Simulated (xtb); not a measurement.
F$_{4}$Te, singlet, from a rough starting geometry; GFN2-xTB run with xtb.

Here is a job for xtb.
```
$ xtb mol.xyz --gfn 2 --opt vtight --json

# file mol.xyz
5

Te    -0.05422522    -0.06338039     0.65775716
F      1.01168814     1.44638544    -0.16338466
F      1.45530246    -1.03244800    -0.18263897
F     -1.03463965    -1.40777799    -0.17497738
F     -1.35600925     1.00315998    -0.21163550
```

Question: Write the output that xtb gives for this input, abridged.

Answer: 
```
   ID    Z sym.   atoms
    1   52 Te     1
    2    9 F      2-5

           -------------------------------------------------
          |                Calculation Setup                |
           -------------------------------------------------

           -------------------------------------------------
          |                 G F N 2 - x T B                 |
           -------------------------------------------------

          ...................................................
          :                      SETUP                      :
          :.................................................:
          :  # basis functions                  26          :
          :  # atomic orbitals                  25          :
          :  # shells                           11          :
          :  # electrons                        34          :
          :  max. iterations                   250          :
          :  Hamiltonian                  GFN2-xTB          :
          :  restarted?                      false          :
          :  GBSA solvation                  false          :
          :  PC potential                    false          :
          :  electronic temp.          300.0000000     K    :
          :  accuracy                    1.0000000          :
          :  -> integral cutoff          0.2500000E+02      :
          :  -> integral neglect         0.1000000E-07      :
          :  -> SCF convergence          0.1000000E-05 Eh   :
          :  -> wf. convergence          0.1000000E-03 e    :
          :  Broyden damping             0.4000000          :
          :  net charge                          0          :
          :  unpaired electrons                  0          :
          ...................................................

 iter      E             dE          RMSdq      gap      omega  full diag
   1    -20.3711143 -0.203711E+02  0.148E+01    3.69       0.0  T
   2    -19.1915650  0.117955E+01  0.187E+01   11.73       1.0  T
   3    -21.7811145 -0.258955E+01  0.695E+00    7.37       1.0  T
   4    -21.3705215  0.410593E+00  0.838E+00    4.04       1.0  T
   5    -22.0188957 -0.648374E+00  0.284E+00    6.73       1.0  T
   6    -22.0780395 -0.591437E-01  0.157E+00    6.44       1.0  T
   7    -22.1003972 -0.223578E-01  0.852E-01    6.23       1.0  T
   8    -22.1078373 -0.744003E-02  0.432E-01    6.15       1.0  T
   9    -22.1094277 -0.159048E-02  0.260E-01    6.09       1.0  T
[...]
         :: total energy             -22.102425944894 Eh    ::
 * total energy  :   -22.1024259 Eh     change       -0.4931032E-08 Eh
 * total energy  :   -22.1056847 Eh     change       -0.3258775E-02 Eh
 * total energy  :   -22.1066305 Eh     change       -0.9457449E-03 Eh
 * total energy  :   -22.1067112 Eh     change       -0.8068434E-04 Eh
 * total energy  :   -22.1067133 Eh     change       -0.2160981E-05 Eh
 * total energy  :   -22.1067344 Eh     change       -0.2103547E-04 Eh
 * total energy  :   -22.1067265 Eh     change        0.7842507E-05 Eh
 * total energy  :   -22.1067394 Eh     change       -0.1292719E-04 Eh
 * total energy  :   -22.1067394 Eh     change        0.2602424E-07 Eh
 * total energy  :   -22.1067396 Eh     change       -0.1933813E-06 Eh
 * total energy  :   -22.1067396 Eh     change       -0.4511584E-08 Eh
   *** GEOMETRY OPTIMIZATION CONVERGED AFTER 11 ITERATIONS ***
         :: total energy             -22.106739607525 Eh    ::
[...]
        24                          0.4476773              12.1819
        25                          0.6543599              17.8060
      -------------------------------------------------------------
                  HL-Gap            0.2332569 Eh            6.3472 eV
             Fermi-level           -0.4267069 Eh          -11.6113 eV

     #   Z          covCN         q      C6AA      α(0)
     1  52 Te       2.893     0.456   386.838    36.351
     2   9 F        0.723    -0.114    10.393     3.807
     3   9 F        0.723    -0.114    10.393     3.807
     4   9 F        0.723    -0.114    10.393     3.807
     5   9 F        0.723    -0.114    10.393     3.807

 Mol. C6AA /au·bohr⁶  :       1021.050126
 Mol. C8AA /au·bohr⁸  :      61613.894460
 Mol. α(0) /au        :         51.579103

Wiberg/Mayer (AO) data.
largest (>0.10) Wiberg bond orders for each atom

 ---------------------------------------------------------------------------
     #   Z sym  total        # sym  WBO       # sym  WBO       # sym  WBO
 ---------------------------------------------------------------------------
     1  52 Te   4.720 --     4 F    1.180     2 F    1.180     3 F    1.180
                             5 F    1.180
     2   9 F    1.386 --     1 Te   1.180
     3   9 F    1.386 --     1 Te   1.180
     4   9 F    1.386 --     1 Te   1.180
     5   9 F    1.386 --     1 Te   1.180
 ---------------------------------------------------------------------------

Topologies differ in total number of bonds
Writing topology from bond orders to xtbtopo.mol

molecular dipole:
                 x           y           z       tot (Debye)
 q only:       -0.011      -0.004       0.731
   full:       -0.021      -0.007       1.400       3.559
molecular quadrupole (traceless):
                xx          xy          yy          xz          yz          zz
 q only:       -1.564       0.001      -1.564      -0.062      -0.045       3.127
  q+dip:       -3.055       0.002      -3.055      -0.122      -0.087       6.110
   full:       -3.385       0.003      -3.387      -0.137      -0.092       6.772

optimized geometry written to: xtbopt.xyz

           -------------------------------------------------
          | TOTAL ENERGY              -22.106739607525 Eh   |
          | GRADIENT NORM               0.000022645456 Eh/α |
          | HOMO-LUMO GAP               6.347242943357 eV   |
           -------------------------------------------------

normal termination of xtb
```
